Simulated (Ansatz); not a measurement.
Molecule: B2F4 (charge 0, singlet). 
Coordinates optimised at B3LYP-D3(BJ)/def2-TZVP (Ansatz, a program for electronic structure):
SMILES: FB(F)B(F)F
```xyz
6

F     -1.5495    -0.8754     0.7120
B     -0.8563    -0.0458    -0.0490
F     -1.5426     0.7102    -0.8889
B      0.8563     0.0458     0.0490
F      1.6339    -0.7156    -0.7017
F      1.4582     0.8808     0.8786
```
Charge 0, spin multiplicity 1.

Parts of the frozen-core correlation energy in STO-3G (Ansatz, hartree). Frozen orbitals: 6; correlated occupied orbitals by spin: 17 and 17; virtual: 7 and 7. No spin-orbit coupling. No relativistic terms.

```csv
term,value
reference (HF),-441.12282
MP2 opposite-spin,-0.11934
MP2 same-spin,…
CCSD correlation,…
(T),…
T1 diagnostic,0.018
largest doubles amplitude,0.045
```

### Question
What belongs in the gaps?

### Answer

- MP2 same-spin, value: -0.03576
- CCSD correlation, value: -0.17706
- (T), value: -0.01463
